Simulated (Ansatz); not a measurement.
Cost and result for the atomization energy of ClFH5NSi2 (`F[SiH2]N[SiH2]Cl`) (10 atoms, 9 bonds).

```tsv
atom	x (Å)	y (Å)	z (Å)
F1	2.521	-0.375	0.279
Si2	1.088	-0.629	0.938
N3	-0.086	0.498	0.402
Si4	-1.166	0.354	-0.924
Cl5	-0.457	1.258	-2.632
H6	0.647	-1.977	0.525
H7	1.276	-0.482	2.398
H8	-0.051	1.410	0.838
H9	-2.444	1.027	-0.607
H10	-1.329	-1.085	-1.216
```

Charge 0, multiplicity 1. The structure was optimised at the PBE0-D4/def2-TZVP level. It is one conformer, not always the lowest. Program: Ansatz. All runs use 4 threads of a server CPU on a shared host. Times are those of one run each, without the atoms' runs, and a repeat can differ threefold. Electronic energies, without spin–orbit coupling; frozen cores. CCSD(T)/CBS adds CCSD(T) − MP2 in def2-TZVPP to the MP2 limit, and its time is that of the two runs behind it. T1 = 0.011. B3LYP takes the VWN-RPA correlation (the form of Gaussian; ORCA's B3LYP/G). HSE06 is the plane-wave form, built on full-range PBE exchange.

CCSD(T)/CBS is a level of theory with its own doubt, some kJ/mol a heavy atom from the limit and from the frozen cores, so smaller differences don't rank the functionals.

```
                            level  functions  wall time  atomization (kJ/mol)  difference from CCSD(T)/CBS  per bond
           LDA (SPW92)/def2-TZVPP        258      1.1 s                3862.4                        402.5      44.7
               PBE0-D4/def2-TZVPP        258      2.8 s                3400.7                        -59.2      -6.6
          CAM-B3LYP-D4/def2-TZVPP        258      3.2 s                3458.0                         -1.9      -0.2
                 CCSD(T)/def2-SVP        107      3.3 s                3150.7                       -309.2     -34.4
              HSE06-D4/def2-TZVPP        258      3.3 s                3402.5                        -57.4      -6.4
B3LYP-D4/def2-TZVPP (with forces)        258      4.1 s                3432.4                        -27.5      -3.0
            r2SCANh-D4/def2-TZVPP        258      4.5 s                3415.7                        -44.2      -4.9
                B2PLYP/def2-TZVPP        258      4.6 s                3400.0                        -59.9      -6.7
                B97M-V/def2-TZVPP        258      7.5 s                3454.6                         -5.3      -0.6
               ωB97X-V/def2-TZVPP        258      7.5 s                3471.0                         11.1       1.2
                   MP2/def2-QZVPP        474       16 s                3474.2                         14.3       1.6
               CCSD(T)/def2-TZVPP        258    2.1 min                3347.1                       -112.8     -12.5
                CCSD(T)/CBS(def2)          –    2.3 min                3459.9                          0.0       0.0
```

From r2SCAN to r2SCAN0 (25 % exact exchange), in def2-TZVPP and without D4, the atomization energy moves by −48.8 kJ/mol: exact exchange takes away binding that semilocal exchange gives to molecules. The D4 term adds +40.1 kJ/mol with B3LYP and +21.1 kJ/mol with PBE0; it sums over pairs of atoms, weighted by their polarisabilities, and B3LYP, whose exchange is more repulsive, gets the larger term. At CCSD(T), def2-SVP lies −309.2 kJ/mol from the extrapolated value and def2-TZVPP −112.7 kJ/mol: correlation converges slowly with the basis, and small sets miss more of it in the bonded molecule than in its fragments.
